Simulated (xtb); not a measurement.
xtb input (GFN1-xTB):

```bash
xtb mol.xyz --gfn 1 --sp --chrg 0 --uhf 0
```
mol.xyz:
```
6

O      1.11506267    -0.63151409     0.04224857
C     -0.00425118     0.10072162    -0.00984151
O     -0.05471930     1.29644549    -0.12667575
O     -1.05807806    -0.71860254     0.08967140
H      1.85528918    -0.01327768    -0.03185832
H     -1.84790459    -0.16168288     0.04895372
```

Output:

```
           -------------------------------------------------
          |                Calculation Setup                |
           -------------------------------------------------

           -------------------------------------------------
          |                 G F N 1 - x T B                 |
           -------------------------------------------------

        Reference                      10.1021/acs.jctc.7b00118
      * Hamiltonian:
        H0-scaling (s, p, d)           1.850000    2.250000    2.000000
        zeta-weighting                 0.000000
      * Dispersion:
        s8                             2.400000
        a1                             0.630000
        a2                             5.000000
        s9                             0.000000
      * Repulsion:
        kExp                           1.500000
        rExp                           1.000000
      * Coulomb:
        alpha                          2.000000
        third order                    atomic
        anisotropic                    false
      * Halogen bond correction:
        rad-scale                      1.300000
        damping                        0.440000

          ...................................................
          :                      SETUP                      :
          :.................................................:
          :  # basis functions                  20          :
          :  # atomic orbitals                  20          :
          :  # shells                           12          :
          :  # electrons                        24          :
          :  # halogen bonds                     0          :
          :  max. iterations                   250          :
          :  Hamiltonian                  GFN1-xTB          :
          :  restarted?                      false          :
          :  GBSA solvation                  false          :
          :  PC potential                    false          :
          :  electronic temp.          300.0000000     K    :
          :  accuracy                    1.0000000          :
          :  -> integral cutoff          0.2500000E+02      :
          :  -> integral neglect         0.1000000E-07      :
          :  -> SCF convergence          0.1000000E-05 Eh   :
          :  -> wf. convergence          0.2000000E-04 e    :
          :  Broyden damping             0.4000000          :
          :  net charge                          0          :
          :  unpaired electrons                  0          :
          ...................................................

 iter      E             dE          RMSdq      gap      omega  full diag
   1    -17.2705134 -0.172705E+02  0.775E+00    9.31       0.0  T
   2    -17.4119601 -0.141447E+00  0.420E+00    6.53       1.0  T
   3    -17.4181227 -0.616258E-02  0.222E+00    7.29       1.0  T
   4    -17.4205694 -0.244667E-02  0.242E-01    6.88       1.0  T
   5    -17.4209314 -0.361991E-03  0.349E-02    7.00       1.2  T
   6    -17.4209329 -0.152765E-05  0.220E-02    7.00       1.9  T
   7    -17.4209367 -0.375303E-05  0.672E-04    6.99      60.8  T
   8    -17.4209367 -0.410651E-09  0.503E-04    6.99      81.2  T
   9    -17.4209367 -0.163893E-08  0.587E-06    6.99    6950.3  T
  10    -17.4209367 -0.248690E-12  0.153E-08    6.99  100000.0  T

   *** convergence criteria satisfied after 10 iterations ***

         #    Occupation            Energy/Eh            Energy/eV
      -------------------------------------------------------------
         1        2.0000           -0.8574428             -23.3322
       ...           ...                  ...                  ...
         6        2.0000           -0.6680994             -18.1799
         7        2.0000           -0.6521484             -17.7459
         8        2.0000           -0.6211415             -16.9021
         9        2.0000           -0.5734204             -15.6036
        10        2.0000           -0.5681946             -15.4614
        11        2.0000           -0.5418078             -14.7433
        12        2.0000           -0.5116083             -13.9216 (HOMO)
        13                         -0.2547947              -6.9333 (LUMO)
        14                         -0.1459737              -3.9721
        15                         -0.1420761              -3.8661
        16                          0.1550756               4.2198
        17                          0.2259175               6.1475
       ...                                ...                  ...
        20                          0.7290297              19.8379
      -------------------------------------------------------------
                  HL-Gap            0.2568136 Eh            6.9883 eV
             Fermi-level           -0.3832015 Eh          -10.4274 eV

 SCC (total)                   0 d,  0 h,  0 min,  0.003 sec
 SCC setup                      ...        0 min,  0.000 sec (  3.285%)
 Dispersion                     ...        0 min,  0.000 sec (  1.060%)
 classical contributions        ...        0 min,  0.000 sec (  0.622%)
 integral evaluation            ...        0 min,  0.001 sec ( 20.843%)
 iterations                     ...        0 min,  0.001 sec ( 38.021%)
 molecular gradient             ...        0 min,  0.001 sec ( 32.398%)
 printout                       ...        0 min,  0.000 sec (  3.468%)

         :::::::::::::::::::::::::::::::::::::::::::::::::::::
         ::                     SUMMARY                     ::
         :::::::::::::::::::::::::::::::::::::::::::::::::::::
         :: total energy             -17.316889806394 Eh    ::
         :: gradient norm              0.028040495898 Eh/a0 ::
         :: HOMO-LUMO gap              6.988254579930 eV    ::
         ::.................................................::
         :: SCC energy               -17.420936653251 Eh    ::
         :: -> electrostatic           0.126380847891 Eh    ::
         :: repulsion energy           0.105099104989 Eh    ::
         :: dispersion energy         -0.001052258132 Eh    ::
         :: halogen bond corr.         0.000000000000 Eh    ::
         :: add. restraining           0.000000000000 Eh    ::
         :: total charge               0.000000000000 e     ::
         :::::::::::::::::::::::::::::::::::::::::::::::::::::

           -------------------------------------------------
          |                Property Printout                |
           -------------------------------------------------

    * Orbital Energies and Occupations

         #    Occupation            Energy/Eh            Energy/eV
      -------------------------------------------------------------
         1        2.0000           -0.8574428             -23.3322
         2        2.0000           -0.8461246             -23.0242
         3        2.0000           -0.8233412             -22.4043
         4        2.0000           -0.7325374             -19.9334
         5        2.0000           -0.6688307             -18.1998
         6        2.0000           -0.6680994             -18.1799
         7        2.0000           -0.6521484             -17.7459
         8        2.0000           -0.6211415             -16.9021
         9        2.0000           -0.5734204             -15.6036
        10        2.0000           -0.5681946             -15.4614
        11        2.0000           -0.5418078             -14.7433
        12        2.0000           -0.5116083             -13.9216 (HOMO)
        13                         -0.2547947              -6.9333 (LUMO)
        14                         -0.1459737              -3.9721
        15                         -0.1420761              -3.8661
        16                          0.1550756               4.2198
Note: The following floating-point exceptions are signalling: IEEE_DENORMAL
normal termination of xtb
        17                          0.2259175               6.1475
        18                          0.3043369               8.2814
        19                          0.3706551              10.0860
        20                          0.7290297              19.8379
      -------------------------------------------------------------
                  HL-Gap            0.2568136 Eh            6.9883 eV
             Fermi-level           -0.3832015 Eh          -10.4274 eV

  Mulliken/CM5 charges         n(s)   n(p)   n(d)
     1O    -0.48869 -0.68045   1.689  4.799  0.000
     2C     0.76215  0.83840   0.889  2.349  0.000
     3O    -0.55237 -0.60120   1.713  4.839  0.000
     4O    -0.48869 -0.68045   1.689  4.799  0.000
     5H     0.38380  0.56185   0.616  0.000  0.000
     6H     0.38380  0.56185   0.616  0.000  0.000

Wiberg/Mayer (AO) data.
largest (>0.10) Wiberg bond orders for each atom

 ---------------------------------------------------------------------------
     #   Z sym  total        # sym  WBO       # sym  WBO       # sym  WBO
 ---------------------------------------------------------------------------
     1   8 O    2.103 --     2 C    1.095     5 H    0.842     3 O    0.121
     2   6 C    3.841 --     3 O    1.654     4 O    1.095     1 O    1.095
     3   8 O    1.930 --     2 C    1.654     4 O    0.121     1 O    0.121
     4   8 O    2.103 --     2 C    1.095     6 H    0.842     3 O    0.121
     5   1 H    0.869 --     1 O    0.842
     6   1 H    0.869 --     4 O    0.842
 ---------------------------------------------------------------------------

Topologies differ in total number of bonds
Writing topology from bond orders to xtbtopo.mol

 dipole moment from electron density (au)
     X       Y       Z
  -0.0037   0.0870  -0.0085  total (Debye):    0.222

           -------------------------------------------------
          | TOTAL ENERGY              -17.316889806394 Eh   |
          | GRADIENT NORM               0.028040495898 Eh/α |
          | HOMO-LUMO GAP               6.988254579930 eV   |
           -------------------------------------------------

------------------------------------------------------------------------
------------------------------------------------------------------------
 total:
 SCF:
```
